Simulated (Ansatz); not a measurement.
Input and output for BiSb (`[Sb]#[Bi]`).

```yaml
crystal:
  periodic: [false, false, false]
  atoms:
    - {symbol: Sb, position_ang: [-1.078554, 0.382753, -0.547147]}
    - {symbol: Bi, position_ang: [1.078554, -0.382753, 0.547147]}
basis:
  gaussian: {orbitals: def2-TZVPP, final_grid: {core_spheres: 20, valence_spheres: 16, degree: 47}}
hamiltonian: {xc: {name: B3LYP}, dispersion: d3bj}
output: {forces: true}
```

```sh
$ ansatz run in.yaml --threads 2 --pin off --events-out ev --progress --plain --max-ram 22528MiB --backend cpu
```

It prints (some lines left out):

```
Functional definition: B3LYP
841 factors; their error is unknown
mean field evaluation 1: about -12382.6126 eV, gradient 1.4e1 eV
mean field evaluation 2: about -12378.4448 eV, gradient 3.7e1 eV
mean field evaluation 4: about -12383.1720 eV, gradient 1.5e0 eV
mean field evaluation 8: about -12383.3846 eV, gradient 2.2e-1 eV
mean field evaluation 16: about -12383.3848 eV, gradient 2.8e-5 eV
mean field -12383.38480525 eV, -455.0809978334 hartree, gradient 2.8e-5 eV, S^2 0.000000; 0 other end points of the search recorded, 0 dependent functions left out
reference -12383.38497675 eV, -455.0810041359 hartree; 23, 23 occupied and 77, 77 virtual orbitals, 841 factors
Total energy: -12383.51020397 eV, -455.0856061511 hartree
Atom 0 at    -1.078554     0.382753    -0.547147 Å, force    -0.397782     0.141163    -0.201793 eV/Å
Atom 1 at     1.078554    -0.382753     0.547147 Å, force     0.397782    -0.141163     0.201793 eV/Å
Dipole moment:     0.107606    -0.038187     0.054588 e Å
```

Hardware: 2 threads of an AMD EPYC 7R13 on a shared host. Wall time 1.8 s, peak host memory 0.24 GiB.
